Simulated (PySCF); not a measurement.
Isomers of C7H15 (doublet state). The calculation used PBE0-D3(BJ)/def2-SVP geometry optimisation, gas phase in PySCF. Energies are electronic, without zero-point or thermal terms, for one conformer each. No frequencies were run at this level. Point groups hold within 0.08 Å. The open-shell SCF solutions weren't tested for stability.

Task: Rank from lowest to highest electronic energy at this level (kcal/mol).
A. `C[C](C)C(C)(C)C` [radical]
B. `[CH2:1][C:2]([CH3:3])([CH3:4])[CH:5]([CH3:6])[CH3:7]` (doublet state) with H–C1–C2–C3 118° and -61°, C1–C2–C5–C6 -174°

Result: A (0.0), B (7.3).

Both arise from one parent by loss of a hydrogen atom (C[C](C)C(C)(C)C: H removed from sp3 C; [CH2]C(C)(C)C(C)C: H removed from sp3 C), so the differences are those of the electronic X–H dissociation energies at this level.

```tsv
SMILES	E (Eh)	E rel (kcal/mol)	dipole (D)	point group	A, B, C (MHz)	⟨S²⟩
C[C](C)C(C)(C)C	-275.20943	0.0	0.18	–	2983, 2222, 1800	0.755
[CH2]C(C)(C)C(C)C	-275.19783	7.3	0.16	–	3058, 2224, 1859	0.755
```

Task: How do the relative energies change in single points at B3LYP/IGLO-III on C, pcH-1 on H (no added dispersion term) on the same geometries?

Result: 
```tsv
SMILES	PBE0-D3(BJ)/def2-SVP (kcal/mol)	B3LYP/IGLO-III on C, pcH-1 on H (kcal/mol)	shift
C[C](C)C(C)(C)C	0.0	0.0	0.0
[CH2]C(C)(C)C(C)C	7.3	7.1	-0.2
```

Each column counts from its own lowest isomer. The order is unchanged; the largest shift is 0.2 kcal/mol.
